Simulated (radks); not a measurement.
Q: Species: Sm III. Configuration: [Kr] 4d10 4f7 5s2 5p5 (not the ground configuration). Calculated with a radial shooting solver on a logarithmic mesh with Libxc functionals: Dirac Kohn-Sham, exchange-only LDA, spin-unpolarised, spherical densities, finite nucleus; open shells are shared between the two j in proportion to 2j + 1; Fermi nuclear charge, rms radius 5.0819 fm. Some entries of the table are withheld. Estimate them.

orbital,occ.,eigenvalue (eV),r(max) (bohr)
1s1/2,2,-46589.67,(1)
2s1/2,2,-7618.016,(2)
2p1/2,2,-7224.931,0.06237
2p3/2,4,-6622.791,0.06801
3s1/2,2,-1674.511,0.2341
3p1/2,2,-1504.820,0.2210
3p3/2,4,-1382.940,0.2331
3d3/2,4,-1087.323,0.1856
3d5/2,6,-1060.817,0.1890
4s1/2,2,-339.0391,(3)
4p1/2,2,-274.0341,0.5457
4p3/2,4,-247.2360,0.5718
4d3/2,4,-140.1070,0.5836
4d5/2,6,-135.3430,0.5922
5s1/2,2,-54.6303,1.267
5p1/2,1.66667,-37.3470,1.390
5p3/2,3.33333,-33.8456,1.469
6s1/2,0,-13.1065,3.251
5d3/2,0,-12.8122,(4)
4f5/2,3,-12.7274,0.6184
5d5/2,0,-12.5512,(5)
4f7/2,4,-12.2229,0.6242
6p1/2,0,-9.5785,3.874
6p3/2,0,-9.1042,4.072
5f5/2,0,-3.7893,(6)
5f7/2,0,-3.7815,(7)

A: 
(1) 1s1/2 r(max) (bohr): 0.01450
(2) 2s1/2 r(max) (bohr): 0.08238
(3) 4s1/2 r(max) (bohr): 0.5401
(4) 5d3/2 r(max) (bohr): 2.069
(5) 5d5/2 r(max) (bohr): 2.111
(6) 5f5/2 r(max) (bohr): 6.628
(7) 5f7/2 r(max) (bohr): 6.658
